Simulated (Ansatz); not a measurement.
Geometry optimisation of Sn₁₉H₂₈, a nanocrystal cut from cubic tin.

```yaml
crystal:
  periodic: [false, false, false]
  atoms:
    - {symbol: Sn, position_ang: [-4.171900, -0.919800, -2.308000]}
    - {symbol: Sn, position_ang: [-4.196600, 2.326500, 0.938800]}
    - {symbol: Sn, position_ang: [-0.940100, -4.168400, -2.307500]}
    - {symbol: Sn, position_ang: [-0.927700, -0.931600, 0.940300]}
    - {symbol: Sn, position_ang: [2.301900, -4.179500, 0.924800]}
    - {symbol: Sn, position_ang: [2.321900, -0.931500, -2.317300]}
    - {symbol: Sn, position_ang: [2.301200, -0.935900, 4.177200]}
    - {symbol: Sn, position_ang: [-0.936200, 2.332300, -2.297800]}
    - {symbol: Sn, position_ang: [2.272300, 2.284600, 0.929500]}
    - {symbol: Sn, position_ang: [-0.938400, 2.316100, 4.180300]}
    - {symbol: Sn, position_ang: [-2.522800, -2.571300, -3.941100]}
    - {symbol: Sn, position_ang: [-2.523900, 0.700100, -0.680500]}
    - {symbol: Sn, position_ang: [-2.562300, 3.910700, 2.557100]}
    - {symbol: Sn, position_ang: [0.692100, 0.672000, -3.945700]}
    - {symbol: Sn, position_ang: [0.689300, -2.568700, -0.691900]}
    - {symbol: Sn, position_ang: [0.691900, 0.691000, 2.547000]}
    - {symbol: Sn, position_ang: [3.944300, -2.541200, 2.559400]}
    - {symbol: Sn, position_ang: [3.923200, 0.701400, -0.697900]}
    - {symbol: Sn, position_ang: [0.703600, 3.919300, -0.676700]}
    - {symbol: H, position_ang: [-5.170400, 0.042200, -3.310700]}
    - {symbol: H, position_ang: [-5.169300, -1.921000, -1.334600]}
    - {symbol: H, position_ang: [-5.186700, 1.322900, 1.918100]}
    - {symbol: H, position_ang: [-5.166600, 3.317400, -0.085700]}
    - {symbol: H, position_ang: [-1.921300, -5.151700, -1.324300]}
    - {symbol: H, position_ang: [0.048800, -5.158800, -3.302200]}
    - {symbol: H, position_ang: [-1.911700, -1.930300, 1.902900]}
    - {symbol: H, position_ang: [1.318200, -5.176800, 1.936700]}
    - {symbol: H, position_ang: [3.308900, -5.194600, -0.078900]}
    - {symbol: H, position_ang: [3.319200, -1.914900, -3.315600]}
    - {symbol: H, position_ang: [1.319900, -1.918400, 5.177100]}
    - {symbol: H, position_ang: [3.319100, 0.064800, 5.168700]}
    - {symbol: H, position_ang: [-1.929000, 3.321800, -3.339700]}
    - {symbol: H, position_ang: [3.303900, 3.306500, 1.903700]}
    - {symbol: H, position_ang: [-1.920100, 1.310100, 5.183100]}
    - {symbol: H, position_ang: [0.059100, 3.316000, 5.188400]}
    - {symbol: H, position_ang: [-3.541900, -3.560800, -4.951200]}
    - {symbol: H, position_ang: [-1.535200, -1.563200, -4.938800]}
    - {symbol: H, position_ang: [-3.545500, 4.925600, 3.560400]}
    - {symbol: H, position_ang: [-1.561000, 4.928700, 1.550800]}
    - {symbol: H, position_ang: [-0.295600, -0.318100, -4.918500]}
    - {symbol: H, position_ang: [1.706300, 1.660600, -4.965500]}
    - {symbol: H, position_ang: [4.937700, -1.523300, 1.546500]}
    - {symbol: H, position_ang: [4.909700, -3.538800, 3.535000]}
    - {symbol: H, position_ang: [4.920900, -0.307800, 0.310600]}
    - {symbol: H, position_ang: [4.922400, 1.687600, -1.686100]}
    - {symbol: H, position_ang: [-0.315300, 4.923700, 0.288400]}
    - {symbol: H, position_ang: [1.683600, 4.911600, -1.699900]}
basis:
  gaussian: {orbitals: def2-SVP, fitting: {mean_field: def2-universal-jkfit}}
hamiltonian: {xc: pbe, dispersion: d4}
scf: {lower_state_search: "off"}
output: {orbitals: {seedname: orbitals}}
relax: {f_tol: 0.03, max_steps: 70}
```

```sh
$ ansatz run in.yaml --threads 5 --pin off --events-out ev --progress --plain --max-ram 66560MiB --backend cuda --devices 0, --max-vram 37GiB
```

Shortened log:

```
Functional definition: PBE
mean field -111258.36866975 eV, -4088.6696349824 hartree, gradient 4.6e-6 eV, S^2 0.000000; 0 other end points of the search recorded, 0 dependent functions left out
relax step   1: F+E_penalty+E_count = -111261.70688307 eV  Δ(F+E_penalty+E_count) = +0.000e0 eV  max|allowed force component| = 5.961e-1 eV/Å  Δτ_max = 0.0000 Å  (18 SCF iters, accepted)
mean field -111258.41380223 eV, -4088.6712935705 hartree, gradient 2.0e-6 eV, S^2 0.000000; 0 other end points of the search recorded, 0 dependent functions left out
relax step   2: F+E_penalty+E_count = -111261.67234948 eV  Δ(F+E_penalty+E_count) = +3.453e-2 eV  max|allowed force component| = 1.036e0 eV/Å  Δτ_max = 0.1942 Å  (25 SCF iters, rejected (line search))
mean field -111258.64931574 eV, -4088.6799485323 hartree, gradient 1.8e-6 eV, S^2 0.000000; 0 other end points of the search recorded, 0 dependent functions left out
relax step   3: F+E_penalty+E_count = -111261.94282110 eV  Δ(F+E_penalty+E_count) = -2.359e-1 eV  max|allowed force component| = 7.679e-2 eV/Å  Δτ_max = 0.0960 Å  (19 SCF iters, accepted)
mean field -111258.74302013 eV, -4088.6833921051 hartree, gradient 2.8e-6 eV, S^2 0.000000; 0 other end points of the search recorded, 0 dependent functions left out
relax step   4: F+E_penalty+E_count = -111262.00118799 eV  Δ(F+E_penalty+E_count) = -5.837e-2 eV  max|allowed force component| = 3.647e-2 eV/Å  Δτ_max = 0.1000 Å  (18 SCF iters, accepted)
mean field -111258.80461412 eV, -4088.6856556427 hartree, gradient 1.1e-6 eV, S^2 0.000000; 0 other end points of the search recorded, 0 dependent functions left out
relax step   5: F+E_penalty+E_count = -111262.02956405 eV  Δ(F+E_penalty+E_count) = -2.838e-2 eV  max|allowed force component| = 3.050e-2 eV/Å  Δτ_max = 0.1233 Å  (18 SCF iters, accepted)
mean field -111258.80832623 eV, -4088.6857920599 hartree, gradient 1.4e-6 eV, S^2 0.000000; 0 other end points of the search recorded, 0 dependent functions left out
relax step   6: F+E_penalty+E_count = -111262.03093974 eV  Δ(F+E_penalty+E_count) = -1.376e-3 eV  max|allowed force component| = 5.027e-2 eV/Å  Δτ_max = 0.1160 Å  (19 SCF iters, accepted)
mean field -111258.81826703 eV, -4088.6861573777 hartree, gradient 1.1e-6 eV, S^2 0.000000; 0 other end points of the search recorded, 0 dependent functions left out
relax step   7: F+E_penalty+E_count = -111262.03844112 eV  Δ(F+E_penalty+E_count) = -7.501e-3 eV  max|allowed force component| = 6.678e-3 eV/Å  Δτ_max = 0.0502 Å  (20 SCF iters, accepted)
Total energy: -111262.03857116 eV, -4088.8045013718 hartree
Atom 0 at    -4.189662    -0.929560    -2.334070 Å, force    -0.001885     0.002595    -0.004106 eV/Å
Atom 1 at    -4.194022     2.327150     0.920504 Å, force    -0.002010     0.001798    -0.004890 eV/Å
Atom 2 at    -0.924371    -4.195186    -2.328413 Å, force     0.001787    -0.000310    -0.004339 eV/Å
Atom 3 at    -0.878315    -0.879181     0.872609 Å, force     0.006678     0.003145    -0.004687 eV/Å
Atom 4 at     2.328437    -4.192216     0.927351 Å, force     0.001675    -0.001480    -0.004708 eV/Å
Atom 5 at     2.352942    -0.900155    -2.353309 Å, force     0.004000    -0.002065    -0.003241 eV/Å
Atom 6 at     2.326690    -0.925796     4.190480 Å, force     0.003906     0.001775     0.001029 eV/Å
Atom 7 at    -0.898325     2.349150    -2.354558 Å, force    -0.003154     0.003113    -0.005488 eV/Å
Atom 8 at     2.348967     2.349573     0.897120 Å, force     0.003916     0.003660     0.003895 eV/Å
Atom 9 at    -0.932026     2.324043     4.188561 Å, force     0.003970     0.003816     0.001312 eV/Å
Atom 10 at    -2.703280    -2.711326    -3.926247 Å, force    -0.000990    -0.002091     0.003800 eV/Å
Atom 11 at    -2.551893     0.732052    -0.738110 Å, force     0.004173    -0.003437     0.004011 eV/Å
Atom 12 at    -2.709317     3.921145     2.702041 Å, force    -0.003117    -0.005311     0.002426 eV/Å
Atom 13 at     0.783769     0.780523    -3.986171 Å, force     0.001045    -0.003049     0.003365 eV/Å
Atom 14 at     0.735825    -2.552507    -0.735775 Å, force    -0.004688     0.003489     0.003519 eV/Å
Atom 15 at     0.730663     0.731608     2.548173 Å, force    -0.003443    -0.002846    -0.002806 eV/Å
Atom 16 at     3.923342    -2.704996     2.705704 Å, force    -0.002951    -0.001905     0.001998 eV/Å
Atom 17 at     3.983286     0.783668    -0.784958 Å, force    -0.004616    -0.000336    -0.000660 eV/Å
Atom 18 at     0.783543     3.981917    -0.787055 Å, force    -0.000774    -0.003677    -0.000315 eV/Å
Atom 19 at    -5.232899     0.049703    -3.321931 Å, force    -0.000392     0.001017    -0.001010 eV/Å
Atom 20 at    -5.217695    -1.851619    -1.278249 Å, force     0.001017     0.001269     0.000188 eV/Å
Atom 21 at    -5.223697     1.269999     1.839347 Å, force     0.002498     0.001820    -0.000219 eV/Å
Atom 22 at    -5.235599     3.313606    -0.061992 Å, force    -0.000125     0.001121    -0.000498 eV/Å
Atom 23 at    -1.849433    -5.218089    -1.270317 Å, force     0.001310     0.000394     0.000917 eV/Å
Atom 24 at     0.054297    -5.243391    -3.311580 Å, force     0.000979     0.000230    -0.001189 eV/Å
Atom 25 at    -1.885829    -1.889084     1.879680 Å, force    -0.001635    -0.000235     0.001316 eV/Å
Atom 26 at     1.269373    -5.216515     1.849850 Å, force     0.000944     0.001118    -0.000388 eV/Å
Atom 27 at     3.312590    -5.238877    -0.052036 Å, force     0.001578     0.000011     0.000206 eV/Å
Atom 28 at     3.359422    -1.910296    -3.357516 Å, force     0.001867    -0.000571    -0.002207 eV/Å
Atom 29 at     1.271619    -1.849048     5.218285 Å, force     0.000288     0.001468    -0.001833 eV/Å
Atom 30 at     3.312168     0.055641     5.233966 Å, force     0.000485     0.001112    -0.000117 eV/Å
Atom 31 at    -1.908127     3.353785    -3.360898 Å, force    -0.001000     0.002417    -0.002246 eV/Å
Atom 32 at     3.352896     3.354706     1.908759 Å, force     0.002772     0.002808     0.001053 eV/Å
Atom 33 at    -1.855087     1.265332     5.212897 Å, force     0.000652     0.001797    -0.002532 eV/Å
Atom 34 at     0.045755     3.309425     5.235512 Å, force     0.001256     0.000692     0.000498 eV/Å
Atom 35 at    -3.769731    -3.777434    -4.791546 Å, force    -0.001296    -0.001838     0.000481 eV/Å
Atom 36 at    -1.802160    -1.812237    -5.103923 Å, force    -0.003859    -0.003388     0.002172 eV/Å
Atom 37 at    -3.775218     4.788735     3.766747 Å, force    -0.001846    -0.000346     0.001573 eV/Å
Atom 38 at    -1.807373     5.096925     1.801178 Å, force    -0.003367    -0.003506     0.004160 eV/Å
Atom 39 at    -0.137123    -0.144536    -5.130282 Å, force    -0.001165     0.000729     0.000092 eV/Å
Atom 40 at     1.835009     1.830923    -4.890350 Å, force    -0.000747    -0.000091    -0.001235 eV/Å
Atom 41 at     5.098360    -1.803783     1.803133 Å, force    -0.003110    -0.003498     0.003766 eV/Å
Atom 42 at     4.792241    -3.769153     3.771105 Å, force    -0.000816    -0.001773     0.001973 eV/Å
Atom 43 at     5.130654    -0.136122     0.136951 Å, force     0.000905    -0.000891     0.000624 eV/Å
Atom 44 at     4.883340     1.837137    -1.836803 Å, force     0.001311    -0.000915     0.001223 eV/Å
Atom 45 at    -0.140288     5.127529     0.132925 Å, force    -0.000421     0.001796     0.001774 eV/Å
Atom 46 at     1.836184     4.883928    -1.838089 Å, force    -0.001604     0.000366     0.001341 eV/Å
Dipole moment:     0.014359     0.015790    -0.011605 e Å
Checks for a lower state left out: stability, starts, cluster_reference, orbital_swaps, neighbouring_geometries, increment
```

Run time 68 s (5 threads of AMD EPYC 7R13 on a shared host and a share (37 GiB) of an NVIDIA H100 80GB HBM3), peak host memory 1.4 GiB.

In the def2 sets Sn takes a core potential; there is no spin–orbit coupling. Single mean-field runs in def2-SVP are fitted with def2-universal-jkfit.
